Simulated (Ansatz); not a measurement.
`[SiH3][Al]([Cl])[Cl]` + CH₃NH₂ → `C[NH][Al]([Cl])[Cl]` + SiH₄  (cleavage of the Al–Si bond)

Gas-phase electronic energies from Ansatz, PBE0-D4/def2-TZVP geometries. CCSD(T)/CBS is the MP2 limit (def2-TZVPP, def2-QZVPP) plus CCSD(T) − MP2 in def2-TZVPP, frozen cores. This one scheme is used for every species. DFT in def2-TZVPP. One conformer a species, not always the lowest.

CCSD(T)/CBS gives -84.8 kJ/mol.

(1) Another level gave -86.2 kJ/mol. Which?
A. PBE0/def2-TZVPP
B. RPA@PBE/def2-TZVPP
C. CAM-B3LYP-D4/def2-TZVPP
D. LC-ωPBE/def2-TZVPP

Largest T1 diagnostic among the species: 0.011.

Answers

(1) B. RPA@PBE/def2-TZVPP -86.2, CAM-B3LYP-D4 -91.0, PBE0 -68.6, LC-ωPBE -79.5 kJ/mol.

Leaving LDA and LC-ωPBE aside and taking each functional with its dispersion term where it has one, the values, not all of them listed here, spread over 24.8 kJ/mol, from CAM-B3LYP-D4 to PBE-D4. LDA lies −8.6 kJ/mol from PBE without D4. At CCSD(T), def2-SVP lies −5.2 kJ/mol from the extrapolated value and def2-TZVPP −1.8 kJ/mol.
